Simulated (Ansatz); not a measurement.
Input for Ansatz (a program for electronic structure): R-PBE/def2-TZVPP on C2H6Si (SMILES C[Si]C), a point of a torsion scan.

Ansatz 0.2 input:
```yaml
crystal:
  periodic: [false, false, false]
  atoms:
    - {symbol: C, position_ang: [1.46406383, -0.09717424, 0.04866203]}
    - {symbol: Si, position_ang: [0.23898048, 0.84715708, -1.10181431]}
    - {symbol: C, position_ang: [0.04681229, -0.45077166, -2.50964081]}
    - {symbol: H, position_ang: [1.75471631, -1.08099607, -0.32326821]}
    - {symbol: H, position_ang: [2.37448671, 0.48360483, 0.19073215]}
    - {symbol: H, position_ang: [1.02657781, -0.23444764, 1.03668833]}
    - {symbol: H, position_ang: [1.00609806, -0.67038684, -2.98017927]}
    - {symbol: H, position_ang: [-0.62637365, -0.10402016, -3.29145185]}
    - {symbol: H, position_ang: [-0.35357034, -1.39147039, -2.12941805]}
basis:
  gaussian:
    orbitals: def2-TZVPP
hamiltonian:
  xc: {name: PBE}
scf: {lower_state_search: off}
```

Program output:

```
Functional definition: PBE
[...]
these checks for a lower state are left out or cut short: stability, starts, cluster_reference, orbital_swaps, neighbouring_geometries, increment
integrals: 0.08 GiB planned
1002 factors; their error is unknown
mean field: 0.68 GiB planned
mean field evaluation 1: about -10024.5455 eV, gradient 8.7e1 eV
mean field evaluation 2: about -9990.0899 eV, gradient 1.3e2 eV
mean field evaluation 4: about -10041.8753 eV, gradient 6.4e0 eV
mean field evaluation 8: about -10041.9940 eV, gradient 2.1e-1 eV
mean field evaluation 16: about -10041.9638 eV, gradient 2.2e-4 eV
mean field -10041.96378231 eV, -369.0353623122 hartree, gradient 1.7e-6 eV, S^2 0.000000; 0 other end points of the search recorded, 0 dependent functions left out
reference -10041.96382293 eV, -369.0353638052 hartree; 16, 16 occupied and 172, 172 virtual orbitals, 1002 factors
Total energy: -10041.96382293 eV, -369.0353638052 hartree
Checks for a lower state left out: stability, starts, cluster_reference, orbital_swaps, neighbouring_geometries, increment
```

The calculation finished and met its thresholds.

Cost: about 1.6 core-seconds (a rough figure).
